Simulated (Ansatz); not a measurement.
`CO[SiH2][AlH2]` → `[AlH3]` + `CO[SiH]` at 298.15 K and 1 bar (silylene formation by 1,1-elimination).

Gas-phase electronic energies from Ansatz, PBE0-D4/def2-TZVP geometries. CBS: MP2 limit from def2 TZ/QZ plus the TZ coupled-cluster correction, frozen cores. This one scheme is used for every species. Each species was taken in one conformer, which may not be the lowest.

| species | CCSD(T)/CBS energy (Eh) | H − E (kJ/mol) | S (J/(mol·K)) |
| --- | --- | --- | --- |
| `CO[SiH2][AlH2]` | -648.52635 | 213.1 | 364.4 |
| `[AlH3]` | -243.78045 | 58.9 | 207.5 |
| `CO[SiH]` | -404.67988 | 143.4 | 279.5 |

H − E and S are ideal-gas, rigid-rotor, harmonic terms from PBE0-D4/def2-TZVP, for one conformer and one mirror image of each species. 1 Eh = 2625.50 kJ/mol, R = 8.31446 J/(mol·K).

**Question.** By hand: ΔE, ΔH, ΔS and ΔG.

**Answer.** ΔE = (-243.78045) + (-404.67988) − (-648.52635) = 0.06602 Eh = 173.3 kJ/mol. Δ(H − E) = 58.9 + 143.4 − 213.1 = -10.8, so ΔH = 162.5 kJ/mol. ΔS = 207.5 + 279.5 − 364.4 = 122.6 J/(mol·K). ΔG = 162.5 − 298.15 × (122.6)/1000 = 125.9 kJ/mol.

**Question.** By hand: the equilibrium constant, and the temperature at which ΔG would vanish if ΔH and ΔS stayed fixed.

**Answer.** log₁₀ K = −ΔG/(RT ln 10) = -22.1. ΔG = 0 at ΔH/ΔS = 1325 K.

The number of gas molecules changes by +1, which sets the sign of ΔS. A doubt of 5 kJ/mol in ΔE shifts log₁₀ K by 0.9 here. Other conformers and mirror images would add mixing entropy, several J/(mol·K) or more a flexible species. These are equilibria of isolated gas molecules and say nothing of rates. Largest T1 diagnostic: 0.015 (customary marks: 0.02 for closed shells, 0.045 for open ones).
